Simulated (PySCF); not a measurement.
Predicted microwave data (PySCF 2.14.0, PBE0-D3(BJ)/def2-SVP geometry optimisation, gas phase) for one isomer of CH8GaN:

```
Rotational constants : A = 9586, B = 5252, C = 3728 MHz
Dipole components    : |μa| = 4.14 D, |μb| = 2.97 D, |μc| = 0.00 D
Inertial defect      : -13.36 u·Å²
κ                    : -0.48
```

Question: Which candidate fits, each taken in the one conformer that was computed?
A. `[CH3][GaH2-][NH3+]`
B. `[H][Ga]([H])([H])<-[NH2]C`

Answer: A. It is [CH3][GaH2-][NH3+], an asymmetric top, point group Cs. The candidates at the same level (rigid rotor, commonest isotopes):

| SMILES | A (MHz) | B (MHz) | C (MHz) | μa (D) | μb (D) | μc (D) | Δ (u·Å²) | point group | rotor |
| --- | --- | --- | --- | --- | --- | --- | --- | --- | --- |
| [CH3][GaH2-][NH3+] | 9586 | 5252 | 3728 | 4.14 | 2.97 | 0.00 | -13.36 | Cs | asymmetric top |
| [H][Ga]([H])([H])<-[NH2]C | 21520 | 3217 | 3021 | 5.03 | 1.54 | 0.00 | -13.26 | – | near-prolate asymmetric top |

`[H][Ga]([H])([H])<-[NH2]C` has A 124 % too high. In the right answer the mirror of this Cs structure is the ab plane, so μc vanishes by symmetry (the 0.01 D computed is a residue). No structure here is proved a minimum.
